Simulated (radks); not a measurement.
Results of a calculation; reference values are marked as such.
Species: Cr VI. Configuration: [Ar] 3d1.

Level of theory: Dirac Kohn-Sham, PBE, spin-unpolarised, spherical densities, point nucleus; open shells fill j = l - 1/2 first (a radial shooting solver on a logarithmic mesh with Libxc functionals).

Energy parts (hartree):
total: -1044.28290
kinetic: 1056.82075
electron-nucleus: -2433.87398
Hartree: 378.91356
exchange-correlation: -46.14323

Orbitals (lengths in bohr, moments of r in powers of bohr):
\begin{tabular}{lrrr}
orbital & occ. & eigenvalue (hartree) & <r^2> \\ \hline
1s1/2 & 2 & -219.2353 & 0.005433 \\
2s1/2 & 2 & -27.77067 & 0.1013 \\
2p1/2 & 2 & -24.06345 & 0.08193 \\
2p3/2 & 4 & -23.74611 & 0.08361 \\
3s1/2 & 2 & -5.68992 & 0.8492 \\
3p1/2 & 2 & -4.62857 & 0.9217 \\
3p3/2 & 4 & -4.58516 & 0.9354 \\
3d3/2 & 1 & -2.90993 & 1.097 \\
3d5/2 & 0 & -2.90464 & 1.101 \\
\end{tabular}

The highest occupied level is 3d3/2 at -79.183 eV. The density falls to 0.001 e/bohr^3 at r = 2.35 bohr.
